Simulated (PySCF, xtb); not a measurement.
B(F)(Br)(vinyl) (C2H3BBrF), SMILES B(C=C)(F)Br.

GFN2-xTB (xtb) at its own geometry gives an orbital gap of 3.39 eV and a dipole moment of 4.02 D.

The structure is a stationary point at PBE0-D3(BJ)/def2-SVP. The structure was generated by enumeration, and PubChem lists no compound with its InChIKey, so it may never have been made. One conformer was computed; it need not be the lowest.

Question: What does PBE0/def2-TZVP run with PySCF give? (An estimate is asked for; the answer gives what the named calculation found.)

Answer: gap 6.44 eV (levels -8.40 and -1.96 eV), dipole 2.13 D.
